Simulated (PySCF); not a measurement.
# C3H9BFP

Cartesian coordinates in Å; atom numbers follow the order of the lines, from 1:
```xyz
15

C     1.970    0.869   -0.025
C     1.349   -0.469    0.149
C     0.279   -0.915   -0.518
B    -0.374   -2.289   -0.289
F    -1.490   -2.585   -0.938
P    -1.905    1.675    0.318
H     1.981    1.398    0.928
H     3.005    0.762   -0.350
H     1.423    1.464   -0.753
H     1.821   -1.110    0.884
H    -0.160   -0.242   -1.249
H     0.034   -3.112    0.444
H    -2.962    2.280   -0.349
H    -2.462    0.414    0.175
H    -2.513    1.867    1.551
```

Theory: TDDFT CAM-B3LYP/aug-cc-pVDZ circular dichroism and optical rotation, one conformer, gas phase in PySCF. Geometry: GFN2-xTB.

The bonding changed while the geometry was optimised; results refer to the coordinates, not to the name. The molecule is flexible and this is one conformer; a measurement averages over conformers.

Problem. Draw the ECD and absorption spectra from the lowest 12 states, each a Gaussian of half-width 0.25 eV at 1/e height.

Solution. 
| E (eV) | λ (nm) | Δε (L mol⁻¹ cm⁻¹) | ε (L mol⁻¹ cm⁻¹) |
| --- | --- | --- | --- |
| 5.28 | 235 | +0.27 | 25.1 |
| 5.43 | 228 | +2.07 | 211 |
| 5.58 | 222 | +7.26 | 1080 |
| 5.73 | 216 | +9.37 | 4190 |
| 5.88 | 211 | -6.16 | 12100 |
| 6.03 | 205 | -28.99 | 20500 |
| 6.18 | 200 | -28.55 | 18000 |
| 6.33 | 196 | -8.09 | 8420 |
| 6.48 | 191 | +11.22 | 4290 |
| 6.63 | 187 | +24.93 | 6600 |
| 6.78 | 183 | +30.60 | 9320 |
| 6.93 | 179 | +23.43 | 8550 |
| 7.08 | 175 | +9.54 | 7780 |
| 7.23 | 171 | -4.36 | 8420 |
| 7.38 | 168 | -17.37 | 7170 |
| 7.53 | 165 | -27.38 | 5060 |
| 7.68 | 161 | -29.06 | 4440 |

Δε uses R in velocity form, ε uses f in length form. Only the states computed contribute, so the short-wavelength end is incomplete.
